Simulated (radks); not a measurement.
Values are calculated unless marked as measured or tabulated.
Isoelectronic series with 32 electrons, all held in the configuration [Ar] 3d10 4s2 4p2, which need not be the ground one along the series. Code: a radial shooting solver on a logarithmic mesh with Libxc functionals. Model: Dirac Kohn-Sham, BLYP, spin-unpolarised, spherical densities, finite nucleus; open shells fill j = l - 1/2 first; Fermi nuclear charge, rms radius of each element as measured or else 0.836 A^(1/3) + 0.57 fm. Total energies (hartree) and mean radii <r> (bohr) (* marks an orbital that is empty in some or all of the ions):

| ion | E (hartree) | 4p3/2* | 4p1/2 | 4s1/2 |
|---|---|---|---|---|
| Ge | -2099.33126 | 2.949 | 2.885 | 2.112 |
| Rb5+ | -2974.87292 | 1.478 | 1.455 | 1.332 |
| Mo10+ | -4019.20280 | 1.070 | 1.052 | 1.004 |
| Ag15+ | -5235.44304 | 0.8507 | 0.8335 | 0.8112 |
| Te20+ | -6627.98880 | 0.7091 | 0.6921 | 0.6819 |
| La25+ | -8202.3070 | 0.6090 | 0.5918 | 0.5879 |
| Sm30+ | -9964.9540 | 0.5340 | 0.5162 | 0.5160 |
| Ho35+ | -11923.8521 | 0.4754 | 0.4569 | 0.4590 |
| Ir45+ | -16470.0273 | 0.3896 | 0.3692 | 0.3736 |
| Pb50+ | -19082.3213 | 0.3571 | 0.3355 | 0.3405 |

Estimate the row of Hf40+.

Answer. E (hartree) -14088.4050; 4p3/2* 0.4283; 4p1/2 0.4090; 4s1/2 0.4125.
